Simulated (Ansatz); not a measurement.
Input file for CH7BOSSi (`O[SiH2]CBS`):

```yaml
crystal:
  periodic: [false, false, false]
  atoms:
    - {symbol: O, position_ang: [-2.192183, -0.686395, -0.253056]}
    - {symbol: Si, position_ang: [-0.714924, -0.929963, -0.941241]}
    - {symbol: C, position_ang: [0.693989, -0.697948, 0.284526]}
    - {symbol: B, position_ang: [0.694929, 0.740361, 0.845983]}
    - {symbol: S, position_ang: [1.791539, 1.967597, 0.150543]}
    - {symbol: H, position_ang: [-2.399458, 0.190610, 0.071349]}
    - {symbol: H, position_ang: [-0.497529, -0.010357, -2.092112]}
    - {symbol: H, position_ang: [-0.738070, -2.333663, -1.416966]}
    - {symbol: H, position_ang: [1.606583, -0.967808, -0.259070]}
    - {symbol: H, position_ang: [0.510558, -1.437810, 1.071169]}
    - {symbol: H, position_ang: [-0.066229, 1.084227, 1.702319]}
    - {symbol: H, position_ang: [1.387694, 3.026047, 0.870656]}
basis:
  gaussian: {orbitals: def2-TZVPP}
correlation: {method: ccsd_t}
```

```sh
$ ansatz run in.yaml --threads 4 --pin off --events-out ev --progress --plain --max-ram 10444MiB
```

Output of Ansatz, abridged:

```
Functional definition: HF
1595 factors; integrals over basis functions are off by at most 8.3e-4 eV
mean field evaluation 1: about -22529.7148 eV, gradient 4.4e1 eV
mean field evaluation 2: about -22529.9724 eV, gradient 4.4e1 eV
mean field evaluation 4: about -22534.3837 eV, gradient 4.4e0 eV
mean field evaluation 8: about -22534.4647 eV, gradient 3.2e-1 eV
mean field evaluation 16: about -22534.4654 eV, gradient 1.7e-6 eV
mean field -22534.46541267 eV, -828.1263295063 hartree, gradient 1.7e-6 eV, S^2 0.000000; 0 other end points of the search recorded, 0 dependent functions left out
13 core orbitals not correlated: weight in the atoms' cores, before any rotation towards them, 1.000 or more for the frozen orbitals, at most 0.000 for the correlated occupied ones
reference -22534.46541267 eV, -828.1263295063 hartree; 15, 15 occupied and 247, 247 virtual orbitals, 1595 factors
second order -22.29300430 eV of doubles, -0.00000000 eV of singles
cycle   1  -23.12640811 eV  change   -8.3e-1 eV  update   1.0e-1
cycle   2  -23.69696531 eV  change   -5.7e-1 eV  update   3.0e-2
cycle   3  -23.80905516 eV  change   -1.1e-1 eV  update   1.6e-2
cycle   4  -23.79770188 eV  change    1.1e-2 eV  update   4.4e-3
cycle   5  -23.79595852 eV  change    1.7e-3 eV  update   2.1e-3
cycle   6  -23.79610080 eV  change   -1.4e-4 eV  update   7.4e-4
cycle   7  -23.79581501 eV  change    2.9e-4 eV  update   2.7e-4
cycle   8  -23.79584433 eV  change   -2.9e-5 eV  update   9.5e-5
cycle   9  -23.79589338 eV  change   -4.9e-5 eV  update   3.5e-5
cycle  10  -23.79588621 eV  change    7.2e-6 eV  update   1.4e-5
perturbative correction -0.95167312 eV, -0.0349733422 hartree
Total energy: -22559.21297200 eV, -829.0357855371 hartree
```

Run time 54 s (4 threads of an AMD EPYC 9R45 on a shared host); peak host memory 7.2 GiB.

MP2 recovers 90.1 % of the CCSD(T) correlation energy and the triples give 3.8 %; T1 = 0.0127.
